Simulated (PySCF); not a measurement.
# Reading the logs of faulty runs: GeH6NSi cation

These are calculations, not measurements. The program is PySCF 2.14.0, an open-source quantum chemistry code, run on an isolated molecule that a program drew, which may never have been made. The molecule is GeH6NSi cation (charge +1, singlet), drawn as the SMILES string `N[SiH+][GeH3]`.

Each row is a Hartree-Fock (HF) and frozen-core CCSD(T) single point in the cc-pV(D+d)Z basis, meant for a local HF minimum. Run 1 is clean. Each other run has one planted mistake out of seven kinds, and not every kind appears here: one electron removed, one electron added, multiplicity raised by two, geometry at a saddle point, minimal basis STO-3G, one bond length entered in bohr, all coordinates scaled. The reference is restricted for singlets and unrestricted otherwise, and also for a bond in bohr. Adding or removing an electron swaps singlet and doublet. Electrons count all cores. HOMO and LUMO are orbital energies over both spins, the gradient is its largest component, and the lowest frequency (negative if imaginary) is given only where the gradient is small. Bond lengths are over the 8 bonds as drawn. T1 is the CCSD diagnostic: over 0.02 (restricted) or 0.045 (unrestricted) a single reference is doubtful. Germanium has the cc-pVDZ-PP basis, with a core potential (ECP10MDF) in place of its 10 inner electrons, and its 3s, 3p and 3d shells are frozen in CCSD(T).

Geometry of the clean run:
```xyz
9
GeH6NSi cation, angstrom
N    -0.5317    1.5769    0.5350
Si   -0.5342    0.9484   -0.9832
Ge    0.0682   -1.3769   -1.4378
H    -0.7753    2.5314    0.7451
H    -0.2883    1.0592    1.3625
H    -0.9341    1.9521   -1.9756
H     1.2764   -1.2695   -2.3496
H    -1.1647   -1.9488   -2.1126
H     0.3646   -1.9639   -0.0704
```

```
run,electrons,basis functions,<S^2>,HOMO (eV),LUMO (eV),gradient (hartree/bohr),lowest frequency (cm^-1),mean bond (Å),longest bond (Å),T1,HF (hartree),CCSD(T) (hartree),mistake
1,58,90,0.000,-16.64,-4.05,2.6e-05,52,1.5150,2.445,0.0165,-640.02994,-640.43966,no fault
2,58,90,0.000,-16.44,-4.12,2.7e-02,-,1.5635,2.523,0.0181,-640.02214,-640.43723,all coordinates scaled
3,58,90,1.016,-14.00,-5.63,2.4e-02,-,1.6978,3.105,0.0155,-639.88474,-640.25590,one bond length entered in bohr
4,59,90,0.775,-5.75,3.14,5.8e-02,-,1.5150,2.445,0.0143,-640.20900,-640.62785,one electron added
5,58,90,2.042,-12.33,-6.74,1.6e-01,-,1.5150,2.445,0.0139,-639.88872,-640.26170,?
```

**Which mistake was planted in run 5, and what did it cost?**

Electrons, basis and geometry are unchanged, and <S^2> is 2.042, beside S(S+1) = 2.00 for a multiplicity of 3. So the mistake is: multiplicity raised by two. Subtracting run 1 and multiplying by 627.51 kcal/mol a hartree, the energy moved by 88.6 kcal/mol in HF and 111.7 kcal/mol in CCSD(T).

